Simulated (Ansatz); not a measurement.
Compare A (`OC([SiH3])(S)S`) with its isomer B (`OCS[SiH2]S`).

Gas-phase electronic energies from Ansatz, PBE0-D4/def2-TZVP geometries. CCSD(T)/CBS adds triple-zeta CCSD(T) − MP2 to the extrapolated MP2 energy (def2 sets, frozen cores). Functionals use def2-TZVPP. B3LYP here is the variant with VWN-RPA as its local correlation; programs differ in this. Each species was taken in one conformer, which may not be the lowest.

(1) Which isomer does CCSD(T)/CBS put lower? Give the gap. (Best estimate.)

(2) Give E(B) − E(A) in kJ/mol with PBE0-D4, B3LYP, HF/def2-TZVPP, MP2/def2-TZVPP, CCSD(T)/def2-TZVPP, B2PLYP, CCSD/def2-TZVPP. (Best estimate.)

Largest T1 diagnostic: 0.013.

Results:

(1) Ansatz gave: B, by 193.3 kJ/mol.

(2) The calculation gave: PBE0-D4 -201.6, B3LYP -198.0, HF/def2-TZVPP -207.2, MP2/def2-TZVPP -193.9, CCSD(T)/def2-TZVPP -190.5, B2PLYP -196.2, CCSD/def2-TZVPP -192.8. None reverses the order clearly.

From PBE to PBE0 (25 % exact exchange), in def2-TZVPP and without D4, E(B) − E(A) moves by −5.7 kJ/mol. In def2-TZVPP, CCSD(T) changes the Hartree–Fock value by +16.7 kJ/mol (the triples alone add +2.2 kJ/mol) and MP2 by +13.3 kJ/mol.
